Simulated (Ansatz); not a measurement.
Cost and result for the atomization energy of CH₂FGaSe (`F[CH]1[GaH][Se]1`) (6 atoms, 6 bonds).

Cartesian coordinates in Å:
```
F -0.8174 0.3703 -1.6591
C -0.1555 -0.3461 -0.7040
Ga -0.0732 0.3025 1.1324
Se 1.7051 0.3508 -0.3125
H -0.1215 -1.3932 -0.9915
H -0.5375 0.7157 2.5347
```

Charge 0, multiplicity 1. Correlated methods include outer-core shells of Ga, Se, which these sets cover unevenly. Scalar relativity is left out up to krypton. The structure was optimised at the PBE0-D4/def2-TZVP level. Program: Ansatz. All runs use 4 threads of an Arm Neoverse V2 on a shared host. Times are those of one run each, without the atoms' runs, and a repeat can differ threefold. Electronic energies, without spin–orbit coupling; frozen cores. CCSD(T)/CBS adds CCSD(T) − MP2 in def2-TZVPP to the MP2 limit, and its time is that of the two runs behind it. T1 = 0.015. With those shells the extrapolation isn't a true limit. HSE06 is the plane-wave form, built on full-range PBE exchange.

CCSD(T)/CBS is a level of theory with its own doubt, some kJ/mol a heavy atom from the limit and from the frozen cores, so smaller differences don't rank the functionals.

```csv
level,functions,wall time
LDA (SPW92)/def2-TZVPP,186,0.95 s
revPBE-D4/def2-TZVPP,186,1.6 s
HSE06-D4/def2-TZVPP,186,2.8 s
BHLYP-D4/def2-TZVPP,186,2.8 s
r2SCAN-D4/def2-TZVPP (with forces),186,4.3 s
r2SCANh-D4/def2-TZVPP,186,4.3 s
B2PLYP/def2-TZVPP,186,4.4 s
CCSD(T)/def2-SVP,102,5.5 s
ωB97X-V/def2-TZVPP,186,6.5 s
ωB97M-V/def2-TZVPP (with forces),186,9.5 s
MP2/def2-QZVPP,352,15 s
CCSD(T)/def2-TZVPP,186,81 s
CCSD(T)/CBS(def2),–,95 s
```

Q: What atomization energy does each give, and how far from CCSD(T)/CBS? (Best estimate.)

A: The calculation gave: 
```json
{"level": "LDA (SPW92)/def2-TZVPP", "atomization (kJ/mol)": "2160.9", "difference from CCSD(T)/CBS": "369.4", "per bond": "61.6"}
{"level": "revPBE-D4/def2-TZVPP", "atomization (kJ/mol)": "1786.9", "difference from CCSD(T)/CBS": "-4.6", "per bond": "-0.8"}
{"level": "HSE06-D4/def2-TZVPP", "atomization (kJ/mol)": "1793.1", "difference from CCSD(T)/CBS": "1.6", "per bond": "0.3"}
{"level": "BHLYP-D4/def2-TZVPP", "atomization (kJ/mol)": "1669.5", "difference from CCSD(T)/CBS": "-122.0", "per bond": "-20.3"}
{"level": "r2SCAN-D4/def2-TZVPP (with forces)", "atomization (kJ/mol)": "1809.1", "difference from CCSD(T)/CBS": "17.6", "per bond": "2.9"}
{"level": "r2SCANh-D4/def2-TZVPP", "atomization (kJ/mol)": "1784.7", "difference from CCSD(T)/CBS": "-6.8", "per bond": "-1.1"}
{"level": "B2PLYP/def2-TZVPP", "atomization (kJ/mol)": "1748.5", "difference from CCSD(T)/CBS": "-43.0", "per bond": "-7.2"}
{"level": "CCSD(T)/def2-SVP", "atomization (kJ/mol)": "1649.1", "difference from CCSD(T)/CBS": "-142.4", "per bond": "-23.7"}
{"level": "ωB97X-V/def2-TZVPP", "atomization (kJ/mol)": "1786.4", "difference from CCSD(T)/CBS": "-5.1", "per bond": "-0.9"}
{"level": "ωB97M-V/def2-TZVPP (with forces)", "atomization (kJ/mol)": "1766.2", "difference from CCSD(T)/CBS": "-25.3", "per bond": "-4.2"}
{"level": "MP2/def2-QZVPP", "atomization (kJ/mol)": "1830.0", "difference from CCSD(T)/CBS": "38.5", "per bond": "6.4"}
{"level": "CCSD(T)/def2-TZVPP", "atomization (kJ/mol)": "1737.8", "difference from CCSD(T)/CBS": "-53.7", "per bond": "-8.9"}
{"level": "CCSD(T)/CBS(def2)", "atomization (kJ/mol)": "1791.5", "difference from CCSD(T)/CBS": "0.0", "per bond": "0.0"}
```

In def2-TZVPP, CCSD(T) changes the Hartree–Fock value by +603.1 kJ/mol (the triples alone add +51.5 kJ/mol) and MP2 by +664.5 kJ/mol; breaking electron pairs costs correlation energy, which Hartree–Fock lacks. At CCSD(T), def2-SVP lies −142.4 kJ/mol from the extrapolated value and def2-TZVPP −53.7 kJ/mol: correlation converges slowly with the basis, and small sets miss more of it in the bonded molecule than in its fragments. From r2SCAN to r2SCAN0 (25 % exact exchange), in def2-TZVPP and without D4, the atomization energy moves by −59.4 kJ/mol: exact exchange takes away binding that semilocal exchange gives to molecules.

For some Ge, Se and Sn compounds the MP2-based and the directly extrapolated limit differ by 10 to 25 kJ/mol.
